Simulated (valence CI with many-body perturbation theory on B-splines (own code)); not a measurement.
# In33+ in brief

Computed by valence CI with perturbative core correlation (CI+MBPT): six valence electrons over a frozen Dirac-Fock core [Ne], a basis of 9 s, 9 p, 8 d, 6 f, 3 g, 1 h functions for each j, with the one-electron correlation potential Σ1, the two-electron term Σ2, the three-electron term Σ3, Breit, model QED; selected CI, second order for the rest, scaled by the run's own slope (own B-spline code, finite nucleus).

No measured spectrum was set against this ion. As an estimate, large intervals hold to a few tenths of a per cent, small ones and those within an open d or f shell to about a per cent. Among the levels kept, up to 1600 cm⁻¹ of a level comes from second order outside the variational space, and about a tenth of that is noise between levels of different J, which matters for small intervals.

Levels are named by their leading jj configuration (3d3/2^4 stands for four electrons in 3d with j = 3/2), which in mixed levels can hold well under half, so a name can repeat and another be missing.

Rates and lifetimes use the calculated energies. Strong lines usually hold to 10 to 20 %, long lifetimes can be off by a factor of two.

(1) What is the ground level?

(2) Among levels below 228.85 eV, which E1 lines absorb most strongly from the ground level?

(3) What is the ionisation energy?

(4) Name the longest-lived excited levels whose lifetime is computed, and their main decay.

(5) Where does the other parity begin?

(6) What are the static dipole polarisabilities of the lowest levels?

(7) How well does LS coupling describe the low levels?

## Answers

(1) (3s^2 3p1/2^2 3p3/2^2) J=2, composition 73 % 3s2 3p4 3P + 26 % 3s2 3p4 1D, g = 1.366.

(2) to (3s^2 3p1/2 3p3/2^2 3d3/2) J=3 at 5.953 nm, f = 0.309; to (3s^2 3p1/2 3p3/2^2 3d3/2) J=2 at 5.958 nm, f = 0.213; to (3s^2 3p1/2 3p3/2^2 3d3/2) J=1 at 6.008 nm, f = 0.0924.

(3) 2115.2 eV; NIST lists 2111 ± 3 eV (semi-empirical).

(4) (3s^2 3p1/2^2 3p3/2^2) J=0 at 10.90 eV lives 215 ms, mostly by E2 to (3s^2 3p1/2^2 3p3/2^2) J=2; (3s^2 3p1/2^2 3p3/2 3d5/2) J=4 at 149.10 eV lives 128 μs, mostly by M1 to (3s^2 3p1/2^2 3p3/2 3d3/2) J=3; (3s^2 3p1/2 3p3/2^2 3d5/2) J=4 at 197.71 eV lives 7.16 μs, mostly by M1 to (3s^2 3p1/2^2 3p3/2 3d5/2) J=3.

(5) At (3s^2 3p1/2^2 3p3/2 3d3/2) J=2, 133.99 eV.

(6) (3s^2 3p1/2^2 3p3/2^2) J=2 0.0209 (tensor 0.00042); (3s^2 3p1/2^2 3p3/2^2) J=0 0.0207; (3s^2 3p1/2 3p3/2^3) J=1 0.0225 (tensor -0.00083); (3s^2 3p1/2 3p3/2^3) J=2 0.0223 (tensor -0.0020) bohr³, of which the core gives 0.000293.

(7) Among the lowest 20 levels the leading LS term, summed over configurations, holds 51 % on average. For single configurations the figures are 46 % in LS and 76 % in jj coupling. Terms mix most in the J = 3 level at 162.81 eV, where the leading one holds 25 %.
